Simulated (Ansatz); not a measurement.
Saddle point of AlNH8O4, singlet (AlH₃O₃ ([OH][Al]([OH])[OH]) + H₂O + NH₃ → AlNH₄O₂ ([NH2][Al]([OH])[OH]) + H₂O + H₂O (still joined by a long Al–O bond); bonds formed: O2–H7, H5–O8; bonds broken: H5–N6, H7–O8; bonds weakened to dative contacts: Al1–O2), PBE0-D4/def2-TZVP structure:

```csv
atom,x (Å),y (Å),z (Å)
Al1,-0.2503,-0.7286,0.5029
O2,0.4362,0.8793,1.1460
O3,-1.9241,-0.8902,0.8289
O4,0.9404,-1.7904,1.1437
H5,0.2765,0.9904,-1.3264
N6,-0.1396,-0.3562,-1.3436
H7,0.6051,1.5434,0.2663
O8,0.6871,1.9789,-0.9707
H9,1.2407,0.7620,1.6583
H10,-2.2768,-0.9738,1.7118
H11,0.8032,-2.7292,1.2398
H12,-1.0259,-0.4779,-1.8200
H13,0.5476,-0.8989,-1.8529
H14,0.0799,2.6913,-1.1840
```

Energies are electronic, without zero-point energy. Barriers and step energies count from the start structure reached by relaxing down the imaginary mode; all methods use the PBE0-D4 structures, on which another method's saddle can fall below an end. Computed with Ansatz 0.2.0 (basis: def2-TZVPP, with def2-QZVPP for the basis limit); correlated methods freeze the cores. B3LYP uses VWN-RPA correlation. Extrapolation: Hartree–Fock as exp(−7.88 √X), correlation as X^−2.97.

```tsv
method	barrier (eV)	step energy (eV)
SPW92	0.340	0.453
PBE-D4	?	0.621
BLYP-D4	0.735	0.693
r2SCAN-D4	?	0.671
B97M-V	0.897	0.777
PBE0-D4	0.726	0.679
B3LYP-D4	0.808	0.731
r2SCAN0-D4	0.763	0.707
BHLYP-D4	0.950	0.805
CAM-B3LYP-D4	0.805	0.729
wB97X-V	0.837	0.746
wB97M-V	0.844	0.732
B2PLYP	0.845	0.753
PBE-QIDH	?	0.727
RPA on PBE	0.848	0.753
HF	1.299	0.989
MP2	0.814	0.737
CCSD	0.943	0.797
CCSD(T)	0.870	0.756
```

Q: Fill in the withheld barriers. (Judge from chemistry; the value comes from the calculation.)

A: By the calculation: PBE-QIDH 0.809; PBE-D4 0.617; r2SCAN-D4 0.683 eV. Each is the energy of the saddle less that of the start structure, by the same method.

For comparison, the barrier by CCSD(T) at an estimated basis limit (MP2 extrapolated from triple and quadruple zeta, plus CCSD(T) − MP2 in triple zeta) is 0.897 eV.

The T1 diagnostic stays at or below 0.011.

Labels in which every atom is bracketed show which atoms are joined, not bond orders.

For scale, one of the runs: CCSD(T)/def2-TZVPP, 309 basis functions, launched by `ansatz run in.yaml --threads 4 --pin off --events-out ev --progress --plain --max-ram 46080MiB --backend cuda --devices 0, --max-vram 37GiB`. The run took 9 s on 4 CPU threads of an AMD EPYC 7R13 and a share of one NVIDIA H100 (shared host), with 0.86 GiB of host memory at its peak.
